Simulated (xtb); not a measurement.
xtb input (GFN2-xTB):

```bash
xtb mol.xyz --gfn 2 --ohess tight --chrg -1 --uhf 0
```
mol.xyz:
```
8

C     -2.07997659    -0.24087265    -0.74325284
S     -1.03133144    -0.41866235     0.75424124
Ge     1.13124809     0.25277358    -0.08540860
H     -2.06187366     0.78207790    -1.19441726
H     -1.71594210    -0.93453555    -1.57722121
H     -3.15578094    -0.54177807    -0.55549778
H      1.02318097    -0.67367241    -1.35332140
H      0.52522193     1.48806190    -0.88175548
```

End of the output:

```
       3    179.81    -0.69480 ( 99.41%)    -0.67721 (  0.59%)    -0.69469
       4    279.82    -0.45759 ( 99.90%)    -0.54627 (  0.10%)    -0.45769
   ------------------------------------------------------------------------

   temp. (K)  partition function   enthalpy   heat capacity  entropy
                                   cal/mol     cal/K/mol   cal/K/mol   J/K/mol
 298.15  VIB   19.1                 1982.941     12.658     12.257
         ROT  0.990E+05              888.752      2.981     25.840
         INT  0.189E+07             2871.693     15.639     38.097
         TR   0.130E+28             1481.254      4.968     40.286
         TOT                        4352.9469    20.6069    78.3827   327.9533

       T/K    H(0)-H(T)+PV         H(T)/Eh          T*S/Eh         G(T)/Eh
   ------------------------------------------------------------------------
    298.15    0.693686E-02    0.536829E-01    0.372422E-01    0.164408E-01
   ------------------------------------------------------------------------

         :::::::::::::::::::::::::::::::::::::::::::::::::::::
         ::                  THERMODYNAMIC                  ::
         :::::::::::::::::::::::::::::::::::::::::::::::::::::
         :: total free energy         -10.081094403696 Eh   ::
         ::.................................................::
         :: total energy              -10.097535186317 Eh   ::
         :: zero point energy           0.046746083439 Eh   ::
         :: G(RRHO) w/o ZPVE           -0.030305300817 Eh   ::
Note: The following floating-point exceptions are signalling: IEEE_UNDERFLOW_FLAG IEEE_DENORMAL
normal termination of xtb
         :: G(RRHO) contrib.            0.016440782622 Eh   ::
         :::::::::::::::::::::::::::::::::::::::::::::::::::::

optimized geometry written to: xtbopt.xyz

           -------------------------------------------------
          | TOTAL ENERGY              -10.097535186317 Eh   |
          | TOTAL ENTHALPY            -10.043852240489 Eh   |
          | TOTAL FREE ENERGY         -10.081094403696 Eh   |
          | GRADIENT NORM               0.000189553496 Eh/α |
          | HOMO-LUMO GAP               4.578804135303 eV   |
           -------------------------------------------------

------------------------------------------------------------------------
------------------------------------------------------------------------
 total:
 SCF:
 ANC optimizer:
 analytical hessian:
```

It need not be the lowest isomer of its formula. Whether it binds its extra electron was not tested at this geometry.
